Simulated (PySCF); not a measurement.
## A survey of $^{17}$O NMR shifts

PySCF 2.14 calculation with structure optimised with GFN2-xTB and shieldings: GIAO PBE0/pcSseg-1; averaged over atoms made equivalent by symmetry, fast rotation or ring inversion, gas phase, single conformer, no relativistic terms.

Shieldings were converted by a linear fit to measured shifts: $^{17}$O (scatter 10.7 ppm rms, 12.2 ppm with the 3 outliers that the fit left out vs liquid water, solution or neat liquid). A few per cent of atoms miss by over 2 rms, more outside the fitted compound classes.

**Question.** Give the $^{17}$O shifts of `OC[C@@H]1C[SiH2]O[Si@H]1C[SiH3]`, `C=C1C[C@H](C(=O)O)C1=C`, `CO[C@@H]1C[C@]1(C)C(=O)Cl`.

**Answer.** 
```tsv
compound	environment	δ (ppm)
[OH:1][CH2:2][C@@H:3]1[CH2:4][SiH2:5][O:6][Si@H:7]1[CH2:8][SiH3:9]	O6: oxygen bonded to 2 Si, in a 5-membered ring	10.2
[OH:1][CH2:2][C@@H:3]1[CH2:4][SiH2:5][O:6][Si@H:7]1[CH2:8][SiH3:9]	O1: alcohol oxygen	-8.2
[CH2:1]=[C:2]1[CH2:3][C@H:4]([C:5](=[O:6])[OH:7])[C:8]1=[CH2:9]	O6: carbonyl oxygen	348.6
[CH2:1]=[C:2]1[CH2:3][C@H:4]([C:5](=[O:6])[OH:7])[C:8]1=[CH2:9]	O7: acid hydroxyl oxygen	148.9
[CH3:1][O:2][C@@H:3]1[CH2:4][C@:5]1([CH3:6])[C:7](=[O:8])[Cl:9]	O8: carbonyl oxygen	480.5
[CH3:1][O:2][C@@H:3]1[CH2:4][C@:5]1([CH3:6])[C:7](=[O:8])[Cl:9]	O2: ether oxygen	-0.9
```

**Question.** Match the shifts 634.8, -18.0, -50.9 ppm to `[SiH3]O[SiH2][Si@@H]1C[SiH2]S1`, `C[SiH2][Si@@H](N)O[SiH3]`, `C#C/C=N/C(F)=C/C=O`.

**Answer.** 634.8: C#C/C=N/C(F)=C/C=O (aldehyde oxygen); -18.0: C[SiH2][Si@@H](N)O[SiH3] (oxygen bonded to 2 Si); -50.9: [SiH3]O[SiH2][Si@@H]1C[SiH2]S1 (oxygen bonded to 2 Si).

In solution the two oxygens of a carboxylic acid give one averaged line by proton exchange, and hydrogen bonding shields acid and N–H amide carbonyl oxygens by tens of ppm; neither is in these numbers.
